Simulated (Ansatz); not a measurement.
An input meant for `C[Si](C)(Cl)CCC(F)(F)C(F)(F)C(F)(F)C(F)(F)C(F)(F)C(F)(F)F` (charge 0, singlet).

```yaml
crystal:
  periodic: [false, false, false]
  atoms:
    - {symbol: C, position_ang: [-3.992142, 2.073853, -0.037823]}
    - {symbol: Si, position_ang: [-3.925492, 0.395651, 0.782125]}
    - {symbol: Xx, position_ang: [-4.832434, -0.900804, -0.212736]}
    - {symbol: Cl, position_ang: [-4.857517, 0.548730, 2.649490]}
    - {symbol: C, position_ang: [-2.147637, -0.122210, 1.128728]}
    - {symbol: C, position_ang: [-1.296198, -0.300982, -0.129374]}
    - {symbol: C, position_ang: [0.126707, -0.693187, 0.214726]}
    - {symbol: F, position_ang: [0.149123, -1.879177, 0.875830]}
    - {symbol: F, position_ang: [0.684772, 0.240528, 1.029335]}
    - {symbol: C, position_ang: [1.026452, -0.822920, -1.035975]}
    - {symbol: F, position_ang: [0.388577, -1.627014, -1.918844]}
    - {symbol: F, position_ang: [1.155863, 0.402324, -1.595129]}
    - {symbol: C, position_ang: [2.447030, -1.432745, -0.889118]}
    - {symbol: F, position_ang: [2.968325, -1.483568, -2.130933]}
    - {symbol: F, position_ang: [2.321590, -2.690646, -0.428764]}
    - {symbol: C, position_ang: [3.493541, -0.740786, 0.031624]}
    - {symbol: F, position_ang: [4.628853, -1.459917, -0.116037]}
    - {symbol: F, position_ang: [3.082465, -0.844813, 1.305146]}
    - {symbol: C, position_ang: [3.836108, 0.741992, -0.269592]}
    - {symbol: F, position_ang: [2.860963, 1.528019, 0.214254]}
    - {symbol: F, position_ang: [3.941115, 0.928113, -1.597900]}
    - {symbol: C, position_ang: [5.171887, 1.203277, 0.372438]}
    - {symbol: F, position_ang: [5.221697, 0.835127, 1.652656]}
    - {symbol: F, position_ang: [5.240027, 2.531706, 0.301617]}
    - {symbol: F, position_ang: [6.210793, 0.686698, -0.275226]}
    - {symbol: H, position_ang: [-3.524367, 2.048249, -1.036405]}
    - {symbol: H, position_ang: [-3.468382, 2.831480, 0.566573]}
    - {symbol: H, position_ang: [-5.034696, 2.406194, -0.165008]}
    - {symbol: H, position_ang: [-5.890805, -0.623981, -0.342581]}
    - {symbol: H, position_ang: [-4.389842, -1.014026, -1.216679]}
    - {symbol: H, position_ang: [-4.799917, -1.881059, 0.288892]}
    - {symbol: H, position_ang: [-2.163901, -1.063037, 1.705710]}
    - {symbol: H, position_ang: [-1.690425, 0.636038, 1.787514]}
    - {symbol: H, position_ang: [-1.240328, 0.628158, -0.720926]}
    - {symbol: H, position_ang: [-1.701813, -1.085253, -0.787609]}
basis:
  gaussian: {orbitals: 6-31G}
magnetization: {spin_polarized: true, initial_magnetization: 0}
hamiltonian: {xc: {name: B2GP-PLYP}}
```

```sh
$ ansatz run in.yaml --threads 2 --pin off --events-out ev --progress --plain --max-ram 32768MiB --backend cuda --devices 0, --max-vram 18GiB
```

It prints (some lines left out):

```
Error: YAML parse error: error: line 6 column 16: `Xx` is not an element symbol (H … Og, case-exact)
 --> <input>:6:16
4 |     - {symbol: C, position_ang: [-3.992142, 2.073853, -0.037823]}
5 |     - {symbol: Si, position_ang: [-3.925492, 0.395651, 0.782125]}
6 |     - {symbol: Xx, position_ang: [-4.832434, -0.900804, -0.212736]}
7 |     - {symbol: Cl, position_ang: [-4.857517, 0.548730, 2.649490]}
8 |     - {symbol: C, position_ang: [-2.147637, -0.122210, 1.128728]}
```

(1) What is wrong with this run?

Answers

(1) An element symbol is wrong. The program refused the input.
